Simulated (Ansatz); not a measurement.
Molecule: bromo selenohypobromite, SeBr2, charge 0, multiplicity 1. SMILES: Br[Se]Br

Atoms: Se1, Br2, Br3. Bonds: Se1-Br2, Se1-Br3.

Bond lengths (Å) and angles (degrees) optimised at HF/STO-3G with Ansatz (a quantum-chemistry and plane-wave program); HF/LANL2DZ with Ansatz; B3LYP/LANL2DZ with Ansatz; MP2/LANL2DZ with Ansatz, each started from the B3LYP-D3(BJ)/def2-TZVP structure (Ansatz) of the last column. A row stands for all coordinates that are equal there. No wavenumbers were computed at HF/STO-3G, MP2/LANL2DZ, so these may be saddle points.

```csv
coordinate,HF/STO-3G,HF/LANL2DZ,B3LYP/LANL2DZ,MP2/LANL2DZ,B3LYP-D3(BJ)/def2-TZVP
Se1-Br2,2.315,2.471,2.512,2.527,2.336
Br2-Se1-Br3,99.9,101.1,103.3,101.6,102.9
```

Mean signed difference of all 2 bond lengths from B3LYP-D3(BJ)/def2-TZVP: HF/STO-3G -0.021 Å, HF/LANL2DZ 0.135 Å, B3LYP/LANL2DZ 0.176 Å, MP2/LANL2DZ 0.191 Å.
